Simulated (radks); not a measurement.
Dy XIII, configuration [Kr] 4d10 4f6 5s2 (the NIST ground configuration).

Calculated with a radial shooting solver on a logarithmic mesh with Libxc functionals: scalar-relativistic Kohn-Sham, r2SCAN, spin-polarised, spherical densities, finite nucleus; open shells are filled with parallel spins first (spin-orbit coupling, left out, can overturn this in heavy ions); meta-GGA in the generalised Kohn-Sham scheme; Fermi nuclear charge, rms radius 5.2218 fm.

Energy parts (Ry):
total: -24229.2900
kinetic: 26144.8710
electron-nucleus: -58352.1195
Hartree: 8488.8715
exchange-correlation: -510.9129

Orbitals (lengths in bohr, moments of r in powers of bohr; r(90%) holds 90 % of the orbital's charge):
| orbital | occ. | eigenvalue (Ry) | r(90%) | <1/r> |
|---|---|---|---|---|
| 1s down | 1 | -3966.491 | 0.0382 | 74.55 |
| 1s up | 1 | -3966.489 | 0.0382 | 74.55 |
| 2s up | 1 | -676.6539 | 0.139 | 17.34 |
| 2s down | 1 | -676.6535 | 0.139 | 17.34 |
| 2p up | 3 | -602.1096 | 0.129 | 16.09 |
| 2p down | 3 | -602.1090 | 0.129 | 16.09 |
| 3s up | 1 | -164.9303 | 0.343 | 6.389 |
| 3s down | 1 | -164.6211 | 0.343 | 6.399 |
| 3p up | 3 | -141.9259 | 0.349 | 5.982 |
| 3p down | 3 | -141.6169 | 0.348 | 5.991 |
| 3d up | 5 | -112.3016 | 0.330 | 5.664 |
| 3d down | 5 | -112.0629 | 0.329 | 5.673 |
| 4s up | 1 | -46.70383 | 0.752 | 2.713 |
| 4s down | 1 | -46.05968 | 0.753 | 2.707 |
| 4p up | 3 | -38.99723 | 0.801 | 2.501 |
| 4p down | 3 | -38.36174 | 0.802 | 2.495 |
| 4d up | 5 | -28.43422 | 0.877 | 2.237 |
| 4d down | 5 | -27.79977 | 0.881 | 2.229 |
| 5s up | 1 | -17.86203 | 1.54 | 1.230 |
| 5s down | 1 | -17.55671 | 1.56 | 1.209 |
| 4f up | 6 | -16.70361 | 1.03 | 1.859 |
| 4f down | 0 | -16.05891 | 1.05 | 1.845 |

The highest occupied level is 4f up at -227.26 eV. The electron density at the nucleus is 7.777e+05 e/bohr^3 (large components only). Summed over all electrons, <r^2> = 13.60 bohr^2, which gives a Langevin (diamagnetic) susceptibility term of -10.8 x 10^-6 cm^3/mol. For comparison, the ionisation energy in NIST's Atomic Spectra Database is 259 eV (theoretical). In exact Kohn-Sham theory the highest level is minus the ionisation energy, but local and semilocal functionals leave it too shallow, through self-interaction and a potential that decays too fast; potentials with the right tail come closer.
